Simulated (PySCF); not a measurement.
Two-dimensional NMR puzzle

Compound of formula C$_{7}$H$_{11}$FSi. Correlations simulated from computed shifts and the bond graph:

HSQC (one-bond C–H):
```
  δH     δC
5.80  124.2
5.13  100.1
2.74   33.4
1.19   23.9
```

COSY cross peaks (H two or three bonds apart, from the bond graph; peaks can be absent where the dihedral angle is near 90°):
```
  δH    δH
5.80  4.59
5.13  4.59
2.74  1.19
```

HMBC (two and three bonds, from the bond graph):
```
  δH                          δC
5.80   181.0, 173.0, 100.1, 33.4
5.13         181.0, 173.0, 124.2
4.59  181.0, 173.0, 124.2, 100.1
2.74   181.0, 173.0, 124.2, 23.9
1.19           173.0, 33.4, 23.9
```

Carbons without hydrogens: δ 181.0, 173.0.

Theoretical values (PySCF): geometry: GFN2-xTB, GIAO PBE0/pcSseg-1 shieldings. Non-relativistic Hamiltonian, no solvent, a single conformation, averaged over atoms made equivalent by symmetry, fast rotation or ring inversion.

Scale: TMS for 1H and 13C (reference shieldings calculated alike).

Exchangeable hydrogens are left out of these lists.

Q: Work out the connectivity.

A: SMILES CC(C)C1=C[SiH2]C=C1F.

Structure with atom numbers: `[CH3:1][CH:2]([CH3:3])[C:4]1=[CH:5][SiH2:6][CH:7]=[C:8]1[F:9]`; H(Xn) means a hydrogen on atom n.

δC 181.0 is C8, a fully substituted alkene carbon. δC 173.0 is C4, a fully substituted alkene carbon. δC 124.2 is C5, an alkene CH (δH 5.80). δC 100.1 is C7, an alkene CH (δH 5.13). δC 33.4 is C2, an allylic sp3 CH (δH 2.74). δC 23.9 is C1/C3, a methyl carbon (δH 1.19). HMBC from δH 5.80 reaches the proton-free carbons C8, C4. HMBC from δH 5.13 reaches the proton-free carbons C8, C4. HMBC from δH 4.59 reaches the proton-free carbons C8, C4. HMBC from δH 2.74 reaches the proton-free carbons C8, C4. COSY links 5.80–4.59, 5.13–4.59, 2.74–1.19.

The data come from this structure; uniqueness wasn't tested.

Shifts are as computed. Against solution values, carbons near 30 ppm lie about +3 ppm off and those near 130 ppm about +5 ppm. Of 1211 compounds with measured shifts, 218 miss one by over three times the rms of a fit or turn the order of signals round; such compounds aren't used in these exercises.
